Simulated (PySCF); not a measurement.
B(Me)(SiH3)2 (CH9BSi2), SMILES CB([SiH3])[SiH3].

Geometry: ωB97X-D3(BJ)/def2-SVP. The structure was generated by enumeration, and PubChem lists no compound with its InChIKey, so it may never have been made.

Method: TDDFT-PBE/def2-SVPD run with PySCF 2.14.0.

Vertical excitations. 

| state | energy (eV) | λ (nm) | f | main pairs |
|---|---|---|---|---|
| S1 | 3.37 | 368 | 0.000 | HOMO→LUMO 100 % |
| S2 | 4.49 | 276 | 0.005 | HOMO−1→LUMO 98 % |
| S3 | 4.98 | 249 | 0.003 | HOMO−2→LUMO 99 % |
| S4 | 5.34 | 232 | 0.077 | HOMO−3→LUMO 95 % |
| S5 | 5.55 | 223 | 0.001 | HOMO−5→LUMO 97 % |
| S6 | 5.62 | 221 | 0.042 | HOMO−4→LUMO 96 % |
| S7 | 5.90 | 210 | 0.002 | HOMO→LUMO+1 96 % |
| S8 | 6.49 | 191 | 0.141 | HOMO→LUMO+2 89 % |
| S9 | 6.59 | 188 | 0.013 | HOMO→LUMO+3 91 % |
| S10 | 6.82 | 182 | 0.004 | HOMO→LUMO+4 93 % |
| T1 | 2.68 | 462 | 0 | HOMO→LUMO 100 % |
| T2 | 3.88 | 320 | 0 | HOMO−1→LUMO 98 % |
| T3 | 4.83 | 257 | 0 | HOMO−2→LUMO 97 % |
| T4 | 4.86 | 255 | 0 | HOMO−3→LUMO 96 % |
Triplets are in the Tamm–Dancoff approximation, which puts them higher than full response would, so one can lie above its singlet here.
